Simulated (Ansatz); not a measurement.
A calculation with Ansatz (development build ahead of 0.2.0).

```yaml
crystal:
  periodic: [false, false, false]
  atoms:
    - { symbol: F, position_ang: [-0.91503, -0.91504, -0.91499] }
    - { symbol: Li, position_ang: [-0.91503, -0.91504, 0.91501] }
    - { symbol: Li, position_ang: [-0.91498, 0.91502, -0.91496] }
    - { symbol: F, position_ang: [-0.91502, 0.91495, 0.91499] }
    - { symbol: Li, position_ang: [0.91498, -0.91499, -0.91505] }
    - { symbol: F, position_ang: [0.91497, -0.91499, 0.91497] }
    - { symbol: F, position_ang: [0.91503, 0.91503, -0.91497] }
    - { symbol: Li, position_ang: [0.91499, 0.91504, 0.91502] }
basis:
  gaussian: { orbitals: "6-31G" }
hamiltonian:
  xc: hf
```

The input is written out in the form of the current development build from the run's settings.

Output:

```
Converged                       : yes
Total energy                    : -428.03394 hartree
Spin squared of the determinant : 0.000
```
